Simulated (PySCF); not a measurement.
# Core binding energy against partial charge

C₅H₉PS.
Numbering: `[CH3:1][C:2]1=[CH:3][CH2:4][CH2:5][P@@H:6]1=[S:7]`

Geometry (PBE0-D3(BJ)/def2-SVP, Å), atoms numbered from 1 in this order:
```
atom  x, y, z in Å
C1     2.2585   -0.5123    0.0835
C2     0.7864   -0.3045    0.0487
C3    -0.1823   -1.1877   -0.2327
C4    -1.6120   -0.7202   -0.1957
C5    -1.6184    0.8137   -0.1730
P6     0.0575    1.3324    0.3797
S7     0.8944    2.8959   -0.4155
H8     2.7545    0.2299   -0.5624
H9     2.6571   -0.3612    1.1007
H10    2.5338   -1.5227   -0.2503
H11    0.0402   -2.2365   -0.4616
H12   -2.1073   -1.1302    0.7030
H13   -2.1811   -1.1127   -1.0542
H14   -1.7141    1.2341   -1.1861
H15   -2.4079    1.2546    0.4511
H16   -0.0384    1.3759    1.8053
```

Binding energies: delta-SCF UKS SCAN, pcX-2 on the ionised atom, pcseg-1 elsewhere, spin-free X2C in PySCF. Charges: PBE0/pcSseg-1 ground-state density, for the ionised atom.

```json
{"atom": "C2", "environment": "fully substituted alkene carbon", "C 1s (eV)": "290.48", "Mulliken (e)": "-0.556", "IAO (e)": "-0.227", "Hirshfeld (e)": "-0.045", "ESP (e)": "+0.151"}
{"atom": "C3", "environment": "alkene CH carbon", "C 1s (eV)": "290.63", "Mulliken (e)": "-0.046", "IAO (e)": "-0.136", "Hirshfeld (e)": "-0.034", "ESP (e)": "-0.171"}
{"atom": "C5", "environment": "sp3 carbon bound to phosphorus", "C 1s (eV)": "290.89", "Mulliken (e)": "-0.448", "IAO (e)": "-0.485", "Hirshfeld (e)": "-0.104", "ESP (e)": "-0.215"}
{"atom": "C1", "environment": "allylic carbon", "C 1s (eV)": "291.00", "Mulliken (e)": "-0.142", "IAO (e)": "-0.419", "Hirshfeld (e)": "-0.115", "ESP (e)": "-0.660"}
{"atom": "C4", "environment": "allylic carbon", "C 1s (eV)": "291.30", "Mulliken (e)": "-0.179", "IAO (e)": "-0.262", "Hirshfeld (e)": "-0.064", "ESP (e)": "-0.031"}
```

How well does each charge scheme correlate with the binding energies over these sites?

Mulliken: r = 0.39, slope 0.6 eV per e; ESP: r = -0.34, slope -0.4 eV per e; IAO: r = -0.39, slope -0.9 eV per e; Hirshfeld: r = -0.49, slope -4.4 eV per e. On 5 points no scheme stands out.

The point-charge model writes a binding energy as kq + V + constant, with V the potential of the other atoms' charges at the site. What does it give with the Hirshfeld charges?

V = Σ 14.40 eV Å × q/r over all other atoms: +0.68 eV at C2, +0.67 eV at C3, +2.10 eV at C5, +1.73 eV at C1, +1.25 eV at C4. Fitting binding energy − V to q gives k = 12.2 eV per e and leaves an rms residual of 0.27 eV, against 0.25 eV for the fit on q alone. The model has no term for differences in relaxation between sites.

One conformer (not necessarily the lowest) at the PBE0-D3(BJ)/def2-SVP geometry, without solvent, vibrations or thermal averaging.
